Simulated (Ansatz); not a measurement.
Species: CH8P3Si, charge -1, multiplicity 1. It need not be the lowest isomer of its formula. Whether it binds its extra electron was not tested at this geometry. 
Geometry from a B3LYP-D3(BJ)/def2-TZVP (Ansatz, a quantum-chemistry and plane-wave program) optimisation:
SMILES: C[Si]([PH-])(P)P
```xyz
13

C      2.0260     0.6380    -0.2939
Si     0.2979    -0.0853     0.0575
P      0.1380    -1.9709     1.1016
P     -0.7068    -0.1075    -2.0134
P     -0.7187     1.7219     1.1005
H      2.6006    -0.0605    -0.9068
H      1.9780     1.6034    -0.8064
H      2.5602     0.7704     0.6504
H      0.9674    -1.4825     2.1641
H     -0.2877    -1.4157    -2.3845
H     -1.9649    -0.5587    -1.5364
H     -2.0455     1.2442     0.9553
H     -0.8215     2.6133    -0.0095
```
Charge -1, spin multiplicity 1.

Total electronic energies in hartree. Cores are frozen in the correlated levels unless marked. No spin-orbit coupling. No relativistic terms. Basis-set limits of correlation are two-point, X^-3; Hartree-Fock from the larger set. The bracket is a focal-point correction in the basis named.

```json
[
 {"level": "HF/cc-pVTZ", "program": "Ansatz", "energy (Eh)": "-1353.78507"},
 {"level": "HF/cc-pwCVTZ", "program": "Ansatz", "energy (Eh)": "-1353.79573"},
 {"level": "B3LYP/def2-TZVPD", "program": "Ansatz", "energy (Eh)": "-1356.68082"},
 {"level": "PBE0/def2-TZVP", "program": "Ansatz", "energy (Eh)": "-1356.03516"},
 {"level": "BHLYP-D4/def2-TZVPD", "program": "Ansatz + dftd4", "energy (Eh)": "-1356.57867"},
 {"level": "wB97X-V/def2-TZVPD", "program": "Ansatz", "energy (Eh)": "-1356.38034"},
 {"level": "B2GP-PLYP-D3(BJ)/def2-TZVPD", "program": "Ansatz + dftd3", "energy (Eh)": "…"},
 {"level": "B2PLYP-D3(BJ)/def2-TZVPD", "program": "Ansatz + dftd3", "energy (Eh)": "-1356.06565"},
 {"level": "B2PLYP-D4/def2-TZVPD", "program": "Ansatz + dftd4", "energy (Eh)": "-1356.06300"},
 {"level": "MP2/6-31G*", "program": "Ansatz", "energy (Eh)": "-1354.16339"},
 {"level": "RI-MP2/CBS(aug-cc-pV(T+d)Z,aug-cc-pV(Q+d)Z)", "program": "Ansatz", "energy (Eh)": "-1354.7037"},
 {"level": "SCS-MP2/cc-pV(Q+d)Z", "program": "Ansatz", "energy (Eh)": "-1354.67455"},
 {"level": "CCSD(T)/STO-3G", "program": "Ansatz", "energy (Eh)": "-1338.50984"},
 {"level": "CCSD(T)/cc-pV(D+d)Z", "program": "Ansatz", "energy (Eh)": "-1354.46008"},
 {"level": "RI-MP2/CBS(aug-cc-pV(T+d)Z,aug-cc-pV(Q+d)Z)+[CCSD(T)-MP2]/aug-cc-pV(T+d)Z", "program": "Ansatz", "energy (Eh)": "-1354.8232"}
]
```

Q: Complete the blanks.

A: 
- B2GP-PLYP-D3(BJ)/def2-TZVPD, energy (Eh): -1355.88468
